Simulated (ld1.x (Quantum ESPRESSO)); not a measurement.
# iron: excitation energies, all-electron against TM

```json
{
  "Element": "Fe (Z = 26)",
  "Generator": "ld1.x (Quantum ESPRESSO) 7.5",
  "Type": "norm-conserving Troullier–Martins (Kleinman–Bylander form)",
  "Functional": "PBE",
  "Relativity": "scalar-relativistic",
  "Frozen core": "[Ar]",
  "Valence charge": "8",
  "Reference configuration": "3d6 4s1.5 4p0 (charge +0.5)",
  "Partial waves": "4s (bound): rc 2.45 bohr; 4p (bound, empty): rc 2.25 bohr; 3d (bound): rc 1.40 bohr",
  "Local potential": "all-electron potential smoothed inside 2.05 bohr (lloc = -1)",
  "Core correction": "a·sin(br)/r model core inside 0.80 bohr"
}
```

Energies are relative to the spin-unpolarised reference configuration 3d6 4s1.5 4p0; without spin polarisation the order of configurations can differ from experiment. Not all tests gave a result: 1 of 7 tests not solved or not reliable.

| valence configuration | charge | ΔE all-electron (eV) | error AE − PS (meV) |
| --- | --- | --- | --- |
| 3d6 4s1 4p0 | +1 | 5.245 | -2.1 |
| 3d5 4s2 4p1 | 0 | 5.263 | -273 |
| 3d4 4s0 4p0 | +4 | 108.761 | -1520 |
| 3d5 4s2 4p0 | +1 | 10.723 | -191 |

Problem. What are ΔE and the potential's error for 3d7 4s1 4p0?

Solution. ΔE = -4.275 eV all-electron; the error (AE − PS) is -118 meV.

Problem. What are ΔE and the potential's error for 3d6 4s2 4p0?

Solution. ΔE = -3.484 eV all-electron; the error (AE − PS) is -0.4 meV.

Levels in the configuration 3d6 4s2 4p0:

```json
{"level": "3d", "all-electron (eV)": "-7.505", "pseudo (eV)": "-7.540"}
{"level": "4s", "all-electron (eV)": "-5.292", "pseudo (eV)": "-5.289"}
```
